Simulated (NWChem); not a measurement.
[SeH][Se][SiH3] (SiH4Se2), optimised at PBE0/def2-SVP with NWChem:

```
Property                           Value
---------------------------------  -----
highest occupied level (eV)        -6.96
orbital gap (eV)                    5.23
dipole (D)                          1.12
highest harmonic frequency (cm⁻¹)   2422
zero-point energy (kcal/mol)        21.4
```

All stand in one matching conformer (torsions within 35°), which need not be the lowest. This build's default masses of Se (78.918 u) and Br (79.917 u) are each other's, which moves their modes by up to 0.6 %.

### Question
One Se atom is replaced by O, giving O[Se][SiH3] (SiH$_{4}$SeO), optimised at the same level. How do these values move?

### Answer
```json
[
 {"quantity": "highest occupied level (eV)", "new value": "-6.81", "change": "+0.15"},
 {"quantity": "orbital gap (eV)", "new value": "5.55", "change": "+0.32"},
 {"quantity": "dipole (D)", "new value": "1.62", "change": "+0.50"},
 {"quantity": "highest harmonic frequency (cm⁻¹)", "new value": "3848", "change": "+1426"},
 {"quantity": "zero-point energy (kcal/mol)", "new value": "24.7", "change": "+3.3"}
]
```
